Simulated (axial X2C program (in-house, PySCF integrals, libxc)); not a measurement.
## Estimating the spin–orbit splitting of the π levels of TeCl⁻

All values were computed with an axial X2C code built on PySCF integrals. Spin-free means the one-electron spin-free X2C Hamiltonian; two-component (2c) means X2C with spin–orbit coupling and atomic mean-field two-electron Coulomb and Gaunt terms, so the difference of the two also holds small scalar two-electron terms. Basis: Te dyall-acv3z [12s13p9d5f1g], Cl dyall-av3z [9s8p3d2f] (cores contracted in-house); Gaussian nuclei, density fitting, unrestricted open shells. Masses: Te 129.906 u, Cl 34.969 u.

Hartree–Fock at 2.466 Å, closed shell. Valence p splittings ε(p3/2) − ε(p1/2) of spherical Dirac–Hartree–Fock atoms with fractionally filled p shells: Te 5p 0.853 eV, Cl 3p 0.140 eV.

```json
{"filled π level (eV), spin-free": "-7.44", "Te p share": "0.07", "Cl p share": "0.88"}
{"filled π level (eV), spin-free": "-2.89", "Te p share": "0.86", "Cl p share": "0.06"}
```

Q: In first order a p shell splits by 3ζ/2 and a π orbital by ζ. Estimate the splitting of each π level from the shares.

A: level -7.44 eV: (2/3) × (0.07 × 0.853 + 0.88 × 0.140) = 0.12 eV; level -2.89 eV: (2/3) × (0.86 × 0.853 + 0.06 × 0.140) = 0.50 eV.

The two-component Hartree–Fock calculation gives:

```json
{"ε(ω = 1/2) (eV)": "-7.385", "σ share of it": "0.34", "ε(ω = 3/2) (eV)": "-7.330", "splitting (eV)": "0.05", "estimate (eV)": "0.12"}
{"ε(ω = 1/2) (eV)": "-3.225", "σ share of it": "0.02", "ε(ω = 3/2) (eV)": "-2.611", "splitting (eV)": "0.61", "estimate (eV)": "0.50"}
```

The estimate leaves out the mixing of π1/2 with σ1/2 levels, which pushes the ω = 1/2 spinor up or down, the d and f parts of the orbital, small shares of the strongly split outer-core p shell of a metal, the Gaunt term (absent from the atomic values), and the change of the atomic p orbitals with charge; Löwdin shares depend on the basis.
